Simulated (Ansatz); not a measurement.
C$_{2}$H$_{8}$AlNSi, SMILES `C=C[NH][AlH][SiH3]`, relaxed with RKS PBE0-D4/def2-TZVP in Ansatz 0.2.0 from a PBE-D4/def2-SVP geometry. The force threshold is 0.005 eV/Å; the program also tests the step.

Charge 0, multiplicity 1.

Start:

```xyz
13

C     1.137   -2.748    0.759
C     1.229   -1.514    0.210
N     0.225   -0.551    0.151
Al    0.305    1.114   -0.571
Si   -1.738    2.469   -0.435
H     0.207   -3.105    1.231
H     1.999   -3.427    0.745
H     2.182   -1.194   -0.251
H    -0.648   -0.874    0.587
H     1.711    1.509   -1.217
H    -1.546    3.823   -1.068
H    -2.898    1.803   -1.136
H    -2.164    2.696    0.996
```

```json
{"step": "1", "energy (eV)": "-18160.0144", "largest force (eV/Å)": "0.553", "largest move (Å)": "0.000"}
{"step": "2", "energy (eV)": "-18160.0640", "largest force (eV/Å)": "0.242", "largest move (Å)": "0.034"}
{"step": "3", "energy (eV)": "-18160.0682", "largest force (eV/Å)": "0.048", "largest move (Å)": "0.021"}
{"step": "4", "energy (eV)": "-18160.0685", "largest force (eV/Å)": "0.021", "largest move (Å)": "0.012"}
{"step": "5", "energy (eV)": "-18160.0686", "largest force (eV/Å)": "0.013", "largest move (Å)": "0.004"}
{"step": "6", "energy (eV)": "-18160.0686", "largest force (eV/Å)": "0.005", "largest move (Å)": "0.003"}
{"step": "7", "energy (eV)": "-18160.0686", "largest force (eV/Å)": "0.003", "largest move (Å)": "0.001"}
```

End:

```xyz
13

C     1.129   -2.718    0.749
C     1.218   -1.502    0.209
N     0.218   -0.548    0.154
Al    0.305    1.090   -0.561
Si   -1.726    2.454   -0.433
H     0.214   -3.074    1.212
H     1.979   -3.386    0.736
H     2.155   -1.185   -0.245
H    -0.639   -0.871    0.583
H     1.698    1.484   -1.204
H    -1.540    3.793   -1.058
H    -2.869    1.790   -1.125
H    -2.142    2.674    0.983
```

It took 26 s on 4 threads of an AMD EPYC 7B13 on a shared host, with 0.62 GiB of host memory at the peak.
